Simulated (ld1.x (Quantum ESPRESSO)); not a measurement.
**krypton: one change to a TM potential, before and after**

| Quantity | Value |
| --- | --- |
| Element | Kr |
| Generator | ld1.x (Quantum ESPRESSO) 7.5 |
| Type | norm-conserving Troullier–Martins (Kleinman–Bylander form) |
| Functional | LDA (PZ) |
| Relativity | scalar-relativistic |
| Frozen core | [Ar] 3d10 |
| Valence charge | 8 |
| Reference configuration | 4s2 4p5 (charge +1) |
| Partial waves | 4p (bound): rc 1.35 bohr; 4s (bound): rc 1.30 bohr |
| Local potential | the s channel |
| Core correction | Bessel-smoothed model core, default radius (core density twice the valence density) |

Change: wave 4p (bound): rc 1.35 bohr becomes 4p (bound): rc 1.76 bohr.

Cutoffs: the cutoffs (Ry, on a coarse ladder) from which the occupation-weighted sum of valence levels, in a spherical-Bessel basis at the reference potential, stays within 10 and 1 mRy of its value at 400 Ry; they do not see the model core or the augmentation charge, which bear on the density cutoff. Errors are all-electron minus pseudo energies relative to the spin-unpolarised reference configuration.

Task: Predict the effect on cutoff, ghosts and configuration errors.

Result: The potential gets softer (60 Ry and 110 Ry → 50 Ry and 90 Ry); both files keep a bound ghost (p); of the 8 tests that both files solve, the error grows in 1 and shrinks in 0 by more than 15 % and 0.3 meV (median size 7.3 → 7.9 meV). A larger radius leaves more room for a smooth pseudo-wave, so fewer plane waves are needed.

```csv
quantity,base,changed
"cutoff, loose",60 Ry,50 Ry
"cutoff, tight",110 Ry,90 Ry
loose cutoff by channel (10 mRy a level),"p 30 Ry, s 45 Ry","p 25 Ry, s 45 Ry"
bound ghosts,p,p
"error for 4s2 4p6, meV [ΔE -14.44 eV]",-3.9,-4.0
"error for 4s2 4p4, meV [ΔE 25.34 eV]",-15,-16
"error for 4s2 4p3, meV [ΔE 62.61 eV]",-53,-57
"error for 4s2 4p2, meV [ΔE 112.68 eV]",-109,-120
"error for 4s1 4p6, meV [ΔE 14.54 eV]",-7.2,-6.5
"error for 4s2 4p5.5, meV [ΔE -8.51 eV]",-0.3,-0.3
"error for 4s2 4p5 (spin-polarised), meV [ΔE -0.18 eV]",+1.1,+0.9
"error for 4s2 4p4 (spin-polarised), meV [ΔE 24.52 eV]",-7.4,-9.2
```

 A true bound ghost makes a file unfit for plane-wave use even where its test errors are small: the radial tests pick states by their node count and pass the ghost by.
